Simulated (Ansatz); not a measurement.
`C#[C][AlH][OH]` + `C=C=N` → `C#CN=C=C` + `[OH][AlH2]`  (substitution at a C–Al bond)

Gas-phase electronic energies from Ansatz, PBE0-D4/def2-TZVP geometries. CCSD(T)/CBS adds triple-zeta CCSD(T) − MP2 to the extrapolated MP2 energy (def2 sets, frozen cores). This one scheme is used for every species. DFT in def2-TZVPP. B3LYP here is the variant with VWN-RPA as its local correlation; programs differ in this. Each species was taken in one conformer, which may not be the lowest.

CCSD(T)/CBS gives +32.5 kcal/mol.

Problem. Another level gave +27.9 kcal/mol. Which?
A. B3LYP/def2-TZVPP
B. ωB97M-V/def2-TZVPP
C. B2PLYP/def2-TZVPP
D. LC-ωPBE/def2-TZVPP

Solution. A. B3LYP 27.9, LC-ωPBE 28.8, ωB97M-V 31.2, B2PLYP 29.8 kcal/mol.

Largest T1 diagnostic among the species: 0.015.

From r2SCAN to r2SCAN0 (25 % exact exchange), in def2-TZVPP and without D4, ΔE moves by +0.8 kcal/mol. At CCSD(T), def2-SVP lies −4.6 kcal/mol from the extrapolated value and def2-TZVPP −0.3 kcal/mol.
